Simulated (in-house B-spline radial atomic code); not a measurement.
A fraction x of an electron is removed from 3d in the manganese ion Mn⁺, starting from [Ar] 3d5 4s1 and keeping the highest spin. All numbers are computed (scalar-relativistic (X2C) HSE06, spin-polarised, spherical fractional occupations; Fermi nucleus of rms radius 3.7057 fm) with an all-electron radial atomic-structure program (B-spline basis), not measured.

Caution: exact exchange at fractional occupations of open shells leaves self-interaction of up to several eV.

```csv
x,E(x) - E(0) (eV),3d up level (eV)
0,0.0000,-18.219
0.07,1.3090,-19.185
0.19,3.7121,-20.872
0.34,7.0046,-23.037
0.4,8.4133,-23.920
0.5,10.8797,-25.412
0.57,12.6955,-26.471
0.63,?,?
0.83,?,?
0.97,24.5278,-32.754
1,25.5177,-33.240
```

Question: What belongs in the row x = 0.63?

Answer: An energy change of 14.3112 eV; 3d up at -27.389 eV.

Question: What belongs in the row x = 0.83?

Answer: An energy change of 20.0997 eV; 3d up at -30.512 eV.

Question: Check Janak's theorem between x = 0.07 and 0.19.

Answer: The slope of the energy is 20.03 eV; the orbital levels give 20.03 eV (-ε of the emptying orbital, averaged over the two points).
